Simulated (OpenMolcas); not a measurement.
Ir5+ among 6 point charges of -1.7 e arranged as an octahedron (Oh), 2.28 Å from the ion.

- Program: OpenMolcas 26.06
- Method: CASSCF
- Basis: ANO-RCC-VDZP [7s6p4d2f]
- Scalar Hamiltonian: DKH2, point nucleus
- Active space: 4 electrons in 5 orbitals (5d)
- State averaging: 2S+1 = 5 even, 5 roots; 2S+1 = 3 even, 45 roots; 2S+1 = 1 even, 50 roots
- Spin-orbit coupling: state interaction with AMFI integrals over the reference wave functions

**Question.** What is the spin-free ground state (labels of O, the rotations of Oh)?

**Answer.** 5E, 2-fold in its orbital part, 100 % from free-ion D terms; it has the highest spin that d4 allows.

**Question.** Where is the first state of the same spin?

**Answer.** 5T2 at 3590 cm-1 above the ground state.

**Question.** What are the lowest two levels with spin-orbit coupling?

**Answer.** A 1-fold level A1, then a 3-fold level T1 5500 cm-1 above it. Their leading multiplicities are 5 (65 %) and 5 (84 %).

**Question.** What is χT at 300 K?

**Answer.** 0.05 cm3 K/mol.

**Question.** Which ligand-field parameters describe the states?

**Answer.** A least-squares ligand-field fit to the states below 45000 cm-1, each weighted by its degeneracy and with a free common offset, gives 10Dq = 3738 cm-1, B = 940 cm-1 and C = 3912 cm-1 (C/B = 4.16), with an rms deviation of 38 cm-1. 

Spin-orbit coupling mixes the spin-free states strongly: the lowest level takes only 34 % from its leading state, 5E. Without dynamic correlation the repulsion within the d shell is too large (B by tens of per cent), so at a given field states of lower spin stand too high. Point charges give a weaker field than real ligands, and real ions of this kind are as a rule low spin; the high spin found here belongs to the model. This field is weak: 10Dq is about 3738 cm-1, while octahedral complexes of 5d ions of charge 3 and more, computed by the same method with explicit ligands, had a median near 35000 cm-1. Ground spin and moment need not be those of a real site. The ground term spreads over less than 5000 cm-1, several times less than with real ligands, so orbital moments are less quenched and χT lies further from the spin-only value than at real sites. This is an electrostatic model: the charges have no orbitals. No measured value stands beside these numbers.
